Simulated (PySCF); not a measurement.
C₆ coefficients of unlike pairs at BLYP

Calculated with PySCF 2.14 from the dipole response of each species, C₆(A,B) = (3/π) ∫ α_A(iu) α_B(iu) du, in atomic units, from isotropic polarisabilities. For ions this is the dispersion term alone; charge-induced terms of lower order in 1/R come first.

```csv
species,configuration,basis,relativity,α (bohr³),C₆ (like pair)
Sb³⁺,[Kr] 4d10 5s2 (1S),"aug-cc-pVTZ-PP with one added diffuse shell each of d, f type with ECP28MDF (6s5p5d3f)",core potential,9.957,42.59
Sb⁺,[Kr] 4d10 5s2 5p2 (3P),"aug-cc-pVTZ-PP with one added diffuse shell each of d, f type with ECP28MDF (6s5p5d3f)",core potential,25.29,201.1
Ge²⁺,[Ar] 3d10 4s2 (1S),aug-cc-pVQZ-DK (8s7p5d3f2g),spin-free X2C,9.908,37.05
```

Q: Estimate C₆ for Sb⁺ with Sb³⁺.

A: The integral gives 91.45. The combination rule 2 C_A C_B / (C_A α_B/α_A + C_B α_A/α_B) gives 91.43 and the geometric mean 92.55.

No spin-orbit coupling is included.

The other pairs:

```json
{"pair": "Ge²⁺, Sb³⁺", "C₆": "39.62"}
{"pair": "Ge²⁺, Sb⁺", "C₆": "85.99"}
```
